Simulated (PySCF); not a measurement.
Computed with TPSSh-D3(BJ)/def2-TZVP // BP86-D3(BJ)/def2-SVP in PySCF 2.14.0. Isolated molecules, 0 K electronic values unless said otherwise. 

Reference species: [Zn(F)2] (neutral, multiplicity 1).

```
Quantity                                                        Result
------------------------------------------------------------  --------
mean distance from the central atom to its bonded neighbours   1.737 Å
HOMO                                                          -9.43 eV
charge on the central atom (meta-Löwdin)                        1.42 e
```

Changed species: [Zn(H)2] (2 of 2 F replaced by H; the reference has 0 of 2 F replaced by H).

**Question.** Predict the effect on the mean distance from the central atom to its bonded neighbours, HOMO and charge on the central atom (meta-Löwdin).

**Answer.** the mean distance from the central atom to its bonded neighbours drops by 0.188 Å, to 1.549 Å; the HOMO goes up by 1.94 eV, to -7.49 eV; the charge on the central atom (meta-Löwdin) falls by 0.54 e, to 0.88 e.
